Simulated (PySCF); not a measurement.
Electronic structure of Fe+

The free ion Fe+ in its d7 configuration. Only this configuration is treated; at so low a charge one with s electrons may lie lower or mix in.

Method (PySCF 2.14, density fitting): CASSCF(7,5) with orbitals averaged over all microstates of the shell, strongly contracted NEVPT2 on the averaged canonical orbitals; basis x2c-TZVPall; spin-free X2C; gas phase; spin-orbit coupling by state interaction with the mean-field operator over all roots.

## Spin-free states

```csv
2S+1,deg.,free-ion term,CASSCF / cm⁻¹,NEVPT2 / cm⁻¹
4,7,4F 1.00,0,0
4,3,4P 1.00,15842,12956
2,9,2G 1.00,15779,14438
2,3,2P 1.00,21059,17184
2,11,2H 1.00,21059,19346
2,5,2D 1.00,22854,19727
2,7,2F 1.00,36902,31921
2,5,2D 1.00,57906,49607
```

Energies are counted from the ground state at NEVPT2 level. Weights follow the labels.

## Ligand-field fit

| cm⁻¹ | CASSCF | NEVPT2 |
| --- | --- | --- |
| B | 1056 | 866 |
| C | 3851 | 3562 |

Spin-orbit constant ζ = 362 cm⁻¹.

## Spin-orbit levels

| E / cm⁻¹ | deg. | J | make-up |
| --- | --- | --- | --- |
| 0.0 | 10 | 9/2 | 1.00 4F |
| 558.7 | 8 | 7/2 | 1.00 4F |
| 973.7 | 6 | 5/2 | 1.00 4F |
| 1260.5 | 4 | 3/2 | 1.00 4F |
| 13323.6 | 6 | 5/2 | 1.00 4P |
| 13517.3 | 4 | 3/2 | 0.97 4P |
| 13775.4 | 2 | 1/2 | 0.99 4P |
| 14743.8 | 10 | 9/2 | 0.99 2G |
| 15273.3 | 8 | 7/2 | 1.00 2G |
| 17568.7 | 4 | 3/2 | 0.92 2P + 0.06 2D |

Only the lowest levels are listed: 62 of 120 states.

## Magnetism

The lowest spin-orbit level is 10-fold with J = 9/2; the next lies at 558.7 cm⁻¹. μeff is 6.60 μB at 300 K and 6.64 μB at 10 K; the free-ion value g_J√(J(J+1)) for the Hund's-rule level J = 9/2 is 6.63 μB.

| T / K | χT / cm³ K mol⁻¹ | μeff / μB |
| --- | --- | --- |
| 2 | 5.506 | 6.64 |
| 5 | 5.507 | 6.64 |
| 10 | 5.509 | 6.64 |
| 20 | 5.512 | 6.64 |
| 30 | 5.515 | 6.64 |
| 50 | 5.521 | 6.64 |
| 75 | 5.529 | 6.65 |
| 100 | 5.536 | 6.65 |
| 150 | 5.543 | 6.66 |
| 200 | 5.530 | 6.65 |
| 250 | 5.495 | 6.63 |
| 300 | 5.442 | 6.60 |

Powder magnetisation at 2 K: 2.28 μB at 0.5 T, 3.79 μB at 1 T, 5.08 μB at 2 T, 5.53 μB at 3 T, 5.84 μB at 5 T, 5.94 μB at 7 T.

The job took 3.2 s on one thread of Arm Neoverse V1 (shared host), with 48 basis functions, launched as `OMP_NUM_THREADS=1 python lf_run.py task.json out`.
